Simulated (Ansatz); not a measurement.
Mulliken charges of AlBrH2N, SMILES `[NH2][Al][Br]` radical from r2SCAN/def2-TZVPP in Ansatz (PBE0-D4/def2-TZVP geometry).

| atom | x (Å) | y (Å) | z (Å) | charge (e) |
| --- | --- | --- | --- | --- |
| N1 | -0.513 | 0.423 | -0.418 | -0.442 |
| Al2 | 0.080 | -1.169 | 0.063 | 0.402 |
| Br3 | 1.886 | -1.207 | 1.456 | -0.267 |
| H4 | -0.104 | 1.294 | -0.116 | 0.153 |
| H5 | -1.299 | 0.585 | -1.026 | 0.154 |

Task: By hand: the dipole of these point charges (1 e Å = 4.8032 D).

Result: Σ q r = (-0.461, -0.047, -0.354) e Å, of length 0.583 e Å = 2.80 D.

Task: How does the dipole of the full density compare? (An estimate is asked.)

Result: Ansatz gave: (-0.363, 0.190, -0.283) e Å, 2.39 D; the point charges give 1.17 times that, at 27° from its direction.

Point charges leave out the atoms' own dipoles, such as those of lone pairs, and Mulliken's split depends on the basis, so the two needn't agree.
